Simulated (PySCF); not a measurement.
Si(AsH2)(F)2(H) (AsF2H3Si), SMILES F[SiH]([AsH2])F.

Coordinates come from a B3LYP-D3(BJ)/def2-SVP optimisation.

Level of theory: TDA-ωB97X/def2-SVPD run with PySCF.

Vertical excitations.  State labels are in the subgroup Cs.

Q: List the lowest excited states. (An estimate is asked for; the answer gives what the named calculation found.)

A: 
```
state  symmetry  energy (eV)  λ (nm)      f                                              main pairs
-----  --------  -----------  ------  -----  ------------------------------------------------------
S1           A"         6.66     186  0.013                                        HOMO→LUMO+1 96 %
S2           A'         7.04     176  0.054                                          HOMO→LUMO 80 %
S3           A'         7.39     168  0.408                                        HOMO→LUMO+2 77 %
S4           A"         7.57     164  0.022                                        HOMO→LUMO+3 90 %
S5           A'         8.03     154  0.053                                        HOMO→LUMO+4 81 %
S6           A'         8.32     149  0.109                                        HOMO−1→LUMO 83 %
S7           A"         8.45     147  0.031                    HOMO−1→LUMO+1 77 %, HOMO−2→LUMO 12 %
S8           A'         8.84     140  0.229                                      HOMO−1→LUMO+2 89 %
S9           A"         8.87     140  0.032                                      HOMO−1→LUMO+3 85 %
S10          A'         9.17     135  0.027                                        HOMO→LUMO+6 75 %
T1           A'         5.79     214      0                        HOMO→LUMO 74 %, HOMO→LUMO+2 13 %
T2           A"         5.98     207      0                                        HOMO→LUMO+1 82 %
T3           A"         6.86     181      0  HOMO→LUMO+3 59 %, HOMO−1→LUMO+1 24 %, HOMO→LUMO+1 11 %
T4           A'         6.93     179      0                        HOMO→LUMO+2 75 %, HOMO→LUMO 12 %
```
Triplets are in the Tamm–Dancoff approximation.
